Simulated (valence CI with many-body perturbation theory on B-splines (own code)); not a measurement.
Energy levels of Dy60+

Computed by valence CI with perturbative core correlation (CI+MBPT): four valence electrons over a frozen Dirac-Fock core [He], a basis of 9 s, 9 p, 8 d, 6 f, 3 g, 1 h functions for each j, with the one-electron correlation potential Σ1, the two-electron term Σ2, the three-electron term Σ3, Breit, model QED; selected CI, second order for the rest, scaled by the run's own slope (own B-spline code, finite nucleus).

No measured spectrum was set against this ion. As an estimate, large intervals hold to a few tenths of a per cent, small ones and those within an open d or f shell to about a per cent.

Levels 1 to 40 of 40, with energies above the lowest level, (2s^2 2p1/2^2) J=0. "Leading %" is the weight of the configuration and term that name the level; weights of strongly mixed levels are sums over their largest components and can fall short, so below about 35 % the name and the second component can differ from the true leading terms, or belong to a minority configuration. In the jj column 3d3/2^4 stands for four electrons in 3d with j = 3/2. Lifetimes count E1, E2, E3, M1 and M2 decay at the calculated energies, and are blank where another channel may lead or the interval is too uncertain; long ones can be off by a factor of two.

```
No.  Configuration  Term  J  E (eV)  Leading %    Second component  Lifetime                Leading jj
  1        2s2 2p2    3P  0     0.0         69     31 % 2s2 2p2 1S                2s^2 2p1/2^2 (100 %)
  2        2s2 2p2    3P  1   832.7        100                        275 ps  2s^2 2p1/2 2p3/2 (100 %)
  3        2s2 2p2    1D  2   850.3         65     35 % 2s2 2p2 3P   86.0 ns  2s^2 2p1/2 2p3/2 (100 %)
  4         2s 2p3   3P°  2  1084.2         48     28 % 2s 2p3 5S°   40.9 ps   2s 2p1/2^2 2p3/2 (99 %)
  5         2s 2p3   3D°  1  1160.6         32     29 % 2s 2p3 1P°    230 fs  2s 2p1/2^2 2p3/2 (100 %)
  6        2s2 2p2    3P  2  1701.3         64     35 % 2s2 2p2 1D   63.0 ps       2s^2 2p3/2^2 (99 %)
  7        2s2 2p2    1S  0  1754.8         68     31 % 2s2 2p2 3P   53.7 ps       2s^2 2p3/2^2 (99 %)
  8         2s 2p3   5S°  2  1892.4         50     47 % 2s 2p3 3D°   1.03 ps  2s 2p1/2 2p3/2^2 (100 %)
  9         2s 2p3   3D°  3  1934.0        100                       1.08 ps  2s 2p1/2 2p3/2^2 (100 %)
 10         2s 2p3   3P°  0  1985.3        100                        290 fs  2s 2p1/2 2p3/2^2 (100 %)
 11         2s 2p3   3S°  1  2005.0         51     43 % 2s 2p3 3D°    149 fs  2s 2p1/2 2p3/2^2 (100 %)
 12         2s 2p3   1D°  2  2014.9         74     21 % 2s 2p3 3D°    152 fs  2s 2p1/2 2p3/2^2 (100 %)
 13         2s 2p3   3P°  1  2018.5         61     32 % 2s 2p3 1P°    242 fs  2s 2p1/2 2p3/2^2 (100 %)
 14            2p4    3P  2  2281.8         68         31 % 2p4 1D    160 fs    2p1/2^2 2p3/2^2 (99 %)
 15            2p4    1S  0  2338.4         63         36 % 2p4 3P    140 fs    2p1/2^2 2p3/2^2 (99 %)
 16         2s 2p3   3P°  2  2815.0         51     18 % 2s 2p3 5S°    307 fs        2s 2p3/2^3 (100 %)
 17         2s 2p3   1P°  1  2889.1         37     24 % 2s 2p3 3S°    119 fs        2s 2p3/2^3 (100 %)
 18            2p4    3P  1  3127.3        100                        101 fs     2p1/2 2p3/2^3 (100 %)
 19            2p4    1D  2  3145.3         69         31 % 2p4 3P    105 fs     2p1/2 2p3/2^3 (100 %)
 20            2p4    3P  0  4020.3         64         36 % 2p4 1S   76.1 fs           2p3/2^4 (100 %)
 21      2s2 2p 3s   3P°  0  7968.8         99                       7.70 fs      2s^2 2p1/2 3s (99 %)
 22      2s2 2p 3s   3P°  1  7972.1         67  33 % 2s2 2p 3s 1P°   6.21 fs     2s^2 2p1/2 3s (100 %)
 23      2s2 2p 3p    3D  1  8043.6         73   22 % 2s2 2p 3p 1P    534 fs  2s^2 2p1/2 3p1/2 (100 %)
 24      2s2 2p 3p    3P  0  8083.7         68   32 % 2s2 2p 3p 1S    244 fs   2s^2 2p1/2 3p1/2 (99 %)
 25      2s 2p2 3s    5P  1  8195.3         42   30 % 2s 2p2 3s 3S   7.89 fs      2s 2p1/2^2 3s (97 %)
 26      2s 2p2 3s    3P  0  8229.5         69   30 % 2s 2p2 3s 1S   8.40 fs      2s 2p1/2^2 3s (99 %)
 27      2s 2p2 3p   3P°  1  8278.0         33  22 % 2s 2p2 3p 5D°   2.69 fs   2s 2p1/2^2 3p1/2 (98 %)
 28      2s 2p2 3p   3P°  0  8278.8         50  43 % 2s 2p2 3p 5D°    240 fs   2s 2p1/2^2 3p1/2 (99 %)
 29      2s2 2p 3p    3D  2  8309.8         52   31 % 2s2 2p 3p 1D    362 fs  2s^2 2p1/2 3p3/2 (100 %)
 30      2s2 2p 3p    3P  1  8311.9         47   29 % 2s2 2p 3p 3S    229 fs   2s^2 2p1/2 3p3/2 (97 %)
 31      2s2 2p 3d   3F°  2  8367.3         75  20 % 2s2 2p 3d 1D°   6.03 fs  2s^2 2p1/2 3d3/2 (100 %)
 32      2s2 2p 3d   3D°  1  8392.0         50  32 % 2s2 2p 3d 1P°    790 as   2s^2 2p1/2 3d3/2 (99 %)
 33      2s2 2p 3d   3P°  2  8447.1         47  35 % 2s2 2p 3d 3D°   1.04 fs   2s^2 2p1/2 3d5/2 (98 %)
 34      2s2 2p 3d   3F°  3  8450.9         46  31 % 2s2 2p 3d 1F°   1.08 fs  2s^2 2p1/2 3d5/2 (100 %)
 35      2s 2p2 3p   3P°  2  8539.8         35  20 % 2s 2p2 3p 5P°   54.2 fs   2s 2p1/2^2 3p3/2 (98 %)
 36      2s 2p2 3p   3D°  1  8544.7         32  21 % 2s 2p2 3p 1P°   2.87 fs   2s 2p1/2^2 3p3/2 (99 %)
 37      2s 2p2 3d    3D  1  8596.6         45   37 % 2s 2p2 3d 5F   7.01 fs   2s 2p1/2^2 3d3/2 (99 %)
 38      2s 2p2 3d    3D  2  8602.2         30   18 % 2s 2p2 3d 5F   5.42 fs   2s 2p1/2^2 3d3/2 (98 %)
 39      2s 2p2 3d    3D  3  8673.8         37   18 % 2s 2p2 3d 5D   1.09 fs   2s 2p1/2^2 3d5/2 (99 %)
 40      2s 2p2 3d    3F  2  8690.2         29   22 % 2s 2p2 3d 1D   1.13 fs   2s 2p1/2^2 3d5/2 (98 %)
```

The ionisation energy to 2s2 2p 2P°_1/2 of the next ion comes out as 14145 eV (NIST: 14144 ± 10 eV (theoretical)). All 40 levels together are meant to be complete up to 8702.0 eV.
